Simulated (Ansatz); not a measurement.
Geometry optimisation of the cluster CuH2.

```yaml
crystal:
  periodic: [false, false, false]
  atoms:
    - {symbol: Cu, position_ang: [-0.000200, -0.000280, -0.000400]}
    - {symbol: H, position_ang: [-0.794480, 1.409850, -0.315760]}
    - {symbol: H, position_ang: [0.794680, -1.409570, 0.316150]}
basis:
  gaussian: {orbitals: def2-TZVP}
magnetization: {spin_polarized: true, initial_magnetization: 1}
hamiltonian: {xc: pbe, dispersion: d4}
scf: {omitted_lower_state_checks: [starts]}
output: {orbitals: {seedname: orbitals}}
relax: {f_tol: 0.02, max_steps: 100}
```

```sh
$ ansatz run in.yaml --threads 4 --pin off --events-out ev --progress --plain --max-ram 3916MiB
```

Output, abridged:

```
Functional definition: PBE
mean field -44664.08179480 eV, -1641.3747315569 hartree, gradient 1.8e-5 eV, S^2 0.753675; 0 other end points of the search recorded, 0 dependent functions left out
relax step   1: F+E_penalty+E_count = -44664.10219005 eV  Δ(F+E_penalty+E_count) = +0.000e0 eV  max|allowed force component| = 8.862e-1 eV/Å  Δτ_max = 0.0000 Å  (68 SCF iters, accepted)
mean field -44664.15502318 eV, -1641.3774226504 hartree, gradient 1.6e-5 eV, S^2 0.752974; 0 other end points of the search recorded, 0 dependent functions left out
relax step   2: F+E_penalty+E_count = -44664.17499528 eV  Δ(F+E_penalty+E_count) = -7.281e-2 eV  max|allowed force component| = 4.473e-1 eV/Å  Δτ_max = 0.0651 Å  (40 SCF iters, accepted)
mean field -44664.16967354 eV, -1641.3779610411 hartree, gradient 2.1e-5 eV, S^2 0.753135; 0 other end points of the search recorded, 0 dependent functions left out
relax step   3: F+E_penalty+E_count = -44664.18970575 eV  Δ(F+E_penalty+E_count) = -1.471e-2 eV  max|allowed force component| = 1.552e-1 eV/Å  Δτ_max = 0.0478 Å  (40 SCF iters, accepted)
mean field -44664.17215902 eV, -1641.3780523807 hartree, gradient 2.5e-5 eV, S^2 0.753095; 0 other end points of the search recorded, 0 dependent functions left out
relax step   4: F+E_penalty+E_count = -44664.19215387 eV  Δ(F+E_penalty+E_count) = -2.448e-3 eV  max|allowed force component| = 7.407e-2 eV/Å  Δτ_max = 0.0106 Å  (38 SCF iters, accepted)
mean field -44664.20854408 eV, -1641.3793895069 hartree, gradient 2.4e-6 eV, S^2 0.755253; 0 other end points of the search recorded, 0 dependent functions left out
relax step   5: F+E_penalty+E_count = -44664.22851571 eV  Δ(F+E_penalty+E_count) = -3.636e-2 eV  max|allowed force component| = 5.671e-1 eV/Å  Δτ_max = 0.0716 Å  (66 SCF iters, accepted)
mean field -44664.44374475 eV, -1641.3880329723 hartree, gradient 2.5e-5 eV, S^2 0.756192; 0 other end points of the search recorded, 0 dependent functions left out
relax step   6: F+E_penalty+E_count = -44664.46410843 eV  Δ(F+E_penalty+E_count) = -2.356e-1 eV  max|allowed force component| = 7.962e-1 eV/Å  Δτ_max = 0.1959 Å  (44 SCF iters, accepted)
mean field -44664.55575857 eV, -1641.3921494042 hartree, gradient 6.9e-6 eV, S^2 0.755622; 0 other end points of the search recorded, 0 dependent functions left out
relax step   7: F+E_penalty+E_count = -44664.57668644 eV  Δ(F+E_penalty+E_count) = -1.126e-1 eV  max|allowed force component| = 7.824e-1 eV/Å  Δτ_max = 0.1957 Å  (36 SCF iters, accepted)
mean field -44664.64961866 eV, -1641.3955986988 hartree, gradient 7.7e-5 eV, S^2 0.754620; 0 other end points of the search recorded, 0 dependent functions left out
relax step   8: F+E_penalty+E_count = -44664.66990106 eV  Δ(F+E_penalty+E_count) = -9.321e-2 eV  max|allowed force component| = 4.586e-1 eV/Å  Δτ_max = 0.0692 Å  (30 SCF iters, accepted)
mean field -44664.69514730 eV, -1641.3972718456 hartree, gradient 1.9e-5 eV, S^2 0.753596; 0 other end points of the search recorded, 0 dependent functions left out
relax step   9: F+E_penalty+E_count = -44664.71526591 eV  Δ(F+E_penalty+E_count) = -4.536e-2 eV  max|allowed force component| = 1.389e-1 eV/Å  Δτ_max = 0.1126 Å  (32 SCF iters, accepted)
mean field -44664.69694403 eV, -1641.3973378741 hartree, gradient 2.7e-5 eV, S^2 0.753706; 0 other end points of the search recorded, 0 dependent functions left out
relax step  10: F+E_penalty+E_count = -44664.71707470 eV  Δ(F+E_penalty+E_count) = -1.809e-3 eV  max|allowed force component| = 1.912e-2 eV/Å  Δτ_max = 0.0092 Å  (29 SCF iters, accepted)
mean field -44664.69694403 eV, -1641.3973378741 hartree, gradient 2.7e-5 eV, S^2 0.753706; 0 other end points of the search recorded, 0 dependent functions left out
Total energy: -44664.71711236 eV, -1641.3980790465 hartree
Atom 0 at    -0.199527    -0.225258    -0.368715 Å, force    -0.015228     0.000861    -0.019122 eV/Å
Atom 1 at    -0.581972     1.234961    -0.130280 Å, force     0.005121    -0.000289     0.006431 eV/Å
Atom 2 at     0.781499    -1.009703     0.498985 Å, force     0.010107    -0.000572     0.012691 eV/Å
Dipole moment:    -0.124387    -0.140090    -0.229690 e Å
Checks for a lower state left out: starts
```

It took 3.1 s on 4 threads of Intel Xeon 6975P-C on a shared host.

The structure comes from a short search, and lower isomers may exist.
